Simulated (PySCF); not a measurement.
Solvent effects on NMR parameters

Geometry:
```json
{"atom": "F1", "x (Å)": "-3.052", "y (Å)": "1.075", "z (Å)": "0.344"}
{"atom": "C2", "x (Å)": "-2.377", "y (Å)": "0.125", "z (Å)": "-0.316"}
{"atom": "F3", "x (Å)": "-3.085", "y (Å)": "-1.007", "z (Å)": "-0.212"}
{"atom": "F4", "x (Å)": "-2.370", "y (Å)": "0.472", "z (Å)": "-1.609"}
{"atom": "C5", "x (Å)": "-0.978", "y (Å)": "-0.043", "z (Å)": "0.233"}
{"atom": "C6", "x (Å)": "-0.235", "y (Å)": "-1.175", "z (Å)": "-0.476"}
{"atom": "C7", "x (Å)": "1.181", "y (Å)": "-1.326", "z (Å)": "0.062"}
{"atom": "C8", "x (Å)": "1.965", "y (Å)": "-0.024", "z (Å)": "0.011"}
{"atom": "Cl9", "x (Å)": "2.298", "y (Å)": "0.420", "z (Å)": "-1.714"}
{"atom": "C10", "x (Å)": "1.215", "y (Å)": "1.108", "z (Å)": "0.695"}
{"atom": "C11", "x (Å)": "-0.201", "y (Å)": "1.272", "z (Å)": "0.162"}
{"atom": "H12", "x (Å)": "-1.121", "y (Å)": "-0.318", "z (Å)": "1.294"}
{"atom": "H13", "x (Å)": "-0.787", "y (Å)": "-2.119", "z (Å)": "-0.359"}
{"atom": "H14", "x (Å)": "-0.192", "y (Å)": "-0.956", "z (Å)": "-1.555"}
{"atom": "H15", "x (Å)": "1.723", "y (Å)": "-2.110", "z (Å)": "-0.488"}
{"atom": "H16", "x (Å)": "1.148", "y (Å)": "-1.644", "z (Å)": "1.120"}
{"atom": "H17", "x (Å)": "2.959", "y (Å)": "-0.154", "z (Å)": "0.459"}
{"atom": "H18", "x (Å)": "1.778", "y (Å)": "2.047", "z (Å)": "0.591"}
{"atom": "H19", "x (Å)": "1.183", "y (Å)": "0.871", "z (Å)": "1.774"}
{"atom": "H20", "x (Å)": "-0.731", "y (Å)": "2.052", "z (Å)": "0.728"}
{"atom": "H21", "x (Å)": "-0.158", "y (Å)": "1.605", "z (Å)": "-0.887"}
```

GIAO PBE0/pcSseg-1 in PySCF on one PBE0-D3(BJ)/def2-SVP conformer, non-relativistic, equivalent nuclei averaged. Solvents enter as an IEF-PCM continuum (chloroform with ε = 4.7) around the gas-phase geometry. Shifts are referred to CFCl3, TMS computed in the same medium.

Gas phase, δ in ppm: F1/F3/F4 -91.4, C2 132.7, C8 62.4, C5 42.9, C7/C10 34.8, C6/C11 19.9, H17 4.06, H14/H21 1.95, H15/H18 1.94, H13/H20 1.54, H12 1.47, H16/H19 1.46. Dipole moment 3.18 D.

Q: How does each δ change in the continuum?

A: 
```
   atoms                         environment  Δδ, chloroform
F1/F3/F4             fluorine of a CF3 group            +0.4
      C2                          CF3 carbon            +1.4
      C8                 sp3 CH bonded to Cl            +2.6
      C5                    sp3 CH in a ring            +0.2
  C7/C10                   sp3 CH2 in a ring            +0.4
  C6/C11                   sp3 CH2 in a ring            +0.7
     H17  hydrogen on an sp3 CH bonded to Cl           +0.23
 H14/H21    hydrogen on an sp3 CH2 in a ring           -0.14
 H15/H18    hydrogen on an sp3 CH2 in a ring           +0.02
 H13/H20    hydrogen on an sp3 CH2 in a ring           +0.05
     H12     hydrogen on an sp3 CH in a ring           +0.26
 H16/H19    hydrogen on an sp3 CH2 in a ring           +0.21
```

Changes are relative to the gas phase. The dipole moment becomes 3.92 D in chloroform.

Q: Which of the listed nuclei move most (in ppm), and what does the model miss?

A: C8 (sp3 CH bonded to Cl, +2.6 ppm) in chloroform. A continuum only polarises the solute; specific hydrogen bonds, the anisotropy of aromatic solvents and changes of geometry or conformer are outside it.
